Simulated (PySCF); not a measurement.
Computed IR spectrum (relative IR intensity) of a molecule FH₆NOSi₂. Geometry optimised at PBE-D3(BJ)/def2-SVP. One conformer was computed; it need not be the lowest. Level of theory: PBE-D3(BJ)/def2-SVP in PySCF. Frequencies are harmonic and unscaled.

Lines under 2 % of the strongest are left out, and lines within 2 cm⁻¹ are merged.

ν (cm⁻¹): 195 (w), 234 (w), 268 (w), 283 (m), 315 (m), 349 (m), 450 (m), 505 (w), 735 (m), 781 (vs), 815 (m), 851 (m), 888 (w), 897 (w), 906 (m), 942 (m), 1474 (m), 2146 (m), 2161 (m), 2168 (m), 3502 (w), 3609 (w), 3770 (m) (against the strongest line: vs over 80 %, s over 45 %, m over 15 %, w over 4 %, vw less)

Problem. Which molecule gave these data?
A. N[SiH2][Si@@H](O)F
B. N[Si@@H](F)[SiH2]O
C. N[Si@@](O)(F)[SiH3]
D. N[SiH2]O[SiH2]F

Solution. C, N[Si@@](O)(F)[SiH3]
